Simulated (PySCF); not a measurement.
Species: C5H5F3O2.
Atom-mapped SMILES: `[O:1]=[CH:2][CH2:3][O:4][CH2:5][C:6]([F:7])=[C:8]([F:9])[F:10]` (hydrogens: H11 on C2; H12, H13 on C3; H14, H15 on C5)

Structure used (GFN2-xTB), in Å, numbered top down from 1:
```
atom  x, y, z in Å
O1     2.360   -0.081   -1.345
C2     2.300    0.636   -0.389
C3     1.426    0.439    0.827
O4     0.694   -0.764    0.867
C5    -0.291   -0.920   -0.134
C6    -1.460    0.013    0.046
F7    -1.332    1.236   -0.514
C8    -2.566   -0.259    0.727
F9    -3.592    0.555    0.905
F10   -2.788   -1.429    1.304
H11    2.905    1.562   -0.314
H12    0.775    1.324    0.913
H13    2.070    0.415    1.711
H14    0.129   -0.766   -1.134
H15   -0.633   -1.952   -0.030
```

Vertical excitations from PySCF (density fitting, frozen core in the response, grid level 2 and gas phase unless stated; continuum runs use non-equilibrium linear response for the excitations) on a GFN2-xTB geometry. Reference run:

| settings | S1, eV (f) | S2, eV (f) | S3, eV (f) | S4, eV (f) | S5, eV (f) | S6, eV (f) | T1, eV (Tamm–Dancoff) | mean α (au) |
| --- | --- | --- | --- | --- | --- | --- | --- | --- |
| PBE0/def2-SVPD, full TDDFT, 6 singlets | 4.25 (0.000) | 5.70 (0.002) | 6.34 (0.006) | 6.38 (0.001) | 6.70 (0.017) | 6.95 (0.021) | 3.64 | 70.3 |

Task: What do these settings give: PBE0/6-31G*, damping 0.3 at the start, DIIS from the seventh cycle, energy threshold 1e-08 Eh, full TDDFT, 1 singlet?

Result: 
| settings | S1, eV (f) | S2, eV (f) | S3, eV (f) | S4, eV (f) | S5, eV (f) | S6, eV (f) | T1, eV (Tamm–Dancoff) | mean α (au) |
| --- | --- | --- | --- | --- | --- | --- | --- | --- |
| PBE0/6-31G*, damping 0.3 at the start, DIIS from the seventh cycle, energy threshold 1e-08 Eh, full TDDFT, 1 singlet | 4.31 (0.000) | – | – | – | – | – | 3.68 | 57.9 |

S1 moves by +0.06 eV. States are counted by energy in each run and needn't keep their character from row to row.

All basis functions are spherical, in the Pople sets too.

Task: Give the leading configurations of S1 (H = HOMO, L = LUMO) and the HOMO–LUMO gap of each run.

Result: 
```json
{"settings": "PBE0/def2-SVPD, full TDDFT, 6 singlets", "S1 configurations (weight)": "H→L 0.87", "S1 (eV)": "4.25", "orbital gap (eV)": "6.46", "S1 − gap (eV)": "-2.21"}
{"settings": "PBE0/6-31G*, damping 0.3 at the start, DIIS from the seventh cycle, energy threshold 1e-08 Eh, full TDDFT, 1 singlet", "S1 configurations (weight)": "H−1→L 0.77, H→L 0.15", "S1 (eV)": "4.31", "orbital gap (eV)": "6.52", "S1 − gap (eV)": "-2.21"}
```

One conformer stands for the species.
